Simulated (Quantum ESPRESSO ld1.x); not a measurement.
Species: Pr I. Configuration: [Xe] 4f3 6s2. Calculated with ld1.x of Quantum ESPRESSO 7.5: Dirac Kohn-Sham, PW91, spin-unpolarised, spherical densities, point nucleus; open shells are shared between the two j in proportion to 2j + 1.

Unscreened Slater integrals over Kohn-Sham orbitals (eV). Large and small components are both included.

integral,value
"F0(4f7/2,4f7/2)",21.683
"F2(4f7/2,4f7/2)",9.6966
"F4(4f7/2,4f7/2)",5.9772
"F6(4f7/2,4f7/2)",4.2715
"F0(4f7/2,4f5/2)",21.886
"F2(4f7/2,4f5/2)",9.8047
"F4(4f7/2,4f5/2)",6.0465
"G2(4f7/2,4f5/2)",9.7908
"G4(4f7/2,4f5/2)",6.0384
"G6(4f7/2,4f5/2)",4.3160
"F0(4f7/2,6s1/2)",7.0510
"G3(4f7/2,6s1/2)",0.36241
"F0(4f7/2,5p3/2)",15.623
"F2(4f7/2,5p3/2)",5.8672
"G2(4f7/2,5p3/2)",3.6598
"G4(4f7/2,5p3/2)",2.6907
"F0(4f7/2,5p1/2)",16.234
"G4(4f7/2,5p1/2)",2.9503
"F0(4f5/2,4f5/2)",22.094
"F2(4f5/2,4f5/2)",9.9158
"F4(4f5/2,4f5/2)",6.1178
"F0(4f5/2,6s1/2)",7.0637
"G3(4f5/2,6s1/2)",0.34579
"F0(4f5/2,5p3/2)",15.712
"F2(4f5/2,5p3/2)",5.8603
"G2(4f5/2,5p3/2)",3.6152
"G4(4f5/2,5p3/2)",2.6655
"F0(4f5/2,5p1/2)",16.331
"G2(4f5/2,5p1/2)",3.9949
"F0(6s1/2,6s1/2)",5.4700
"F0(6s1/2,5p3/2)",6.8505
"G1(6s1/2,5p3/2)",0.50227
"F0(6s1/2,5p1/2)",6.8840
"G1(6s1/2,5p1/2)",0.42700
"F0(5p3/2,5p3/2)",13.654
"F2(5p3/2,5p3/2)",7.3330
"F0(5p3/2,5p1/2)",13.997
"G2(5p3/2,5p1/2)",7.4659
"F0(5p1/2,5p1/2)",14.374
